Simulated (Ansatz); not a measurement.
A nudged elastic band was laid between two geometries of AlBrClH3 (6 atoms, charge 0, multiplicity 1).

Theory: RKS PBE/def2-SVP (Ansatz 0.2.0).

- movable images: 5
- climbing image: yes
- spring: 5.0 eV/Å²
- optimiser: quadratic models (default)
- start path: through a guess of the saddle point
- force threshold: 0.05 eV/Å
- iteration limit: 60
- end points: relaxed

Image 0:

```xyz
6
Properties=species:S:1:pos:R:3
Al 0.009 -0.070 0.100
Cl 0.003 0.386 2.255
H 1.423 0.100 -0.609
H -1.418 0.007 -0.596
Br 0.096 -2.705 0.866
H 0.065 -1.747 2.001
```

Image 6:

```xyz
6
Properties=species:S:1:pos:R:3
Al 0.019 -0.430 -0.092
Cl 0.010 0.124 2.403
H 1.421 0.145 -0.573
H -1.420 0.055 -0.563
Br 0.094 -2.697 0.606
H 0.053 -1.224 2.236
```

Q: Which bonds break or form, and what moves?

A: Bonds broken: Br5–H6. Bonds formed: Cl2–H6.

Q: Give the energies along the band, and the barrier.

A: The run converged. The highest image is number 2 of 0 to 6, 0.020 eV above the first end and 0.048 eV above the last; the last end lies 0.028 eV below the first. A vibrational analysis at the climbing image gives one clearly imaginary mode, 170i cm⁻¹: a first-order saddle point. The orbitals stay closed-shell, which can raise the energy where a bond breaks towards radicals; this wasn't checked here.

```tsv
image	path coordinate (Å)	energy (eV)	Br5–H6 (Å)	Cl2–H6 (Å)
0	0.00	0.000	1.49	2.15
1	0.20	0.007	1.53	1.92
2	0.39	0.020	1.64	1.70
3	0.53	0.013	1.75	1.56
4	0.66	-0.008	1.89	1.46
5	0.80	-0.024	2.04	1.40
6	0.93	-0.028	2.20	1.36
```

Q: What is the geometry of the highest image?

A: 
```xyz
6
Properties=species:S:1:pos:R:3
Al 0.013 -0.224 0.052
Cl 0.007 0.192 2.315
H 1.429 0.108 -0.585
H -1.425 0.022 -0.576
Br 0.092 -2.657 0.840
H 0.061 -1.469 1.971
```

Q: What are the harmonic wavenumbers there?

A: 170i, 240, 344, 391, 458, 520, 576, 719, 833, 1188, 1909, 1933 cm⁻¹.

Time of the run: 65 s on 1 thread of Arm Neoverse V2 (shared host), peak memory 0.12 GiB.
